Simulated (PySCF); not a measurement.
**Si+ (silicon, charge +1) across methods**

[Ne] 3s1 3p2, high-spin 4P determinant (an excited configuration). Computed with PySCF 2.14 in aug-cc-pVQZ-DK (7s6p4d3f2g, 84 functions), with scalar relativity by spin-free X2C-1e.

```
   method  E (hartree)  mean ε 2p β (eV)  mean ε 3s α (eV)  mean ε 3p α (eV)  Σ⟨r²⟩ (bohr²)   ⟨S²⟩
   revPBE    -289.4419           -106.09           -20.731           -13.208          20.71  3.750
      UHF   -289.03652           -125.88           -27.234           -17.600          20.88  3.750
      LDA    -288.3131           -106.28           -20.769           -13.155          20.77  3.750
      PBE    -289.3450           -106.15           -20.755           -13.209          20.72  3.750
  wB97X-V    -289.4430           -113.32           -25.115           -16.642          20.82  3.750
CAM-B3LYP    -289.4921           -112.59           -23.970           -15.577          20.69  3.750
     TPSS    -289.5108           -106.60           -20.905           -13.274          20.65  3.750
   r2SCAN    -289.4775           -108.06           -21.297           -13.513          20.62  3.750
```

(1) Estimate the same row for PBE0.

## Answers

(1) E (hartree) = -289.3750; mean ε 2p β (eV) = -111.36; mean ε 3s α (eV) = -22.500; mean ε 3p α (eV) = -14.411; Σ⟨r²⟩ (bohr²) = 20.68; ⟨S²⟩ = 3.750.
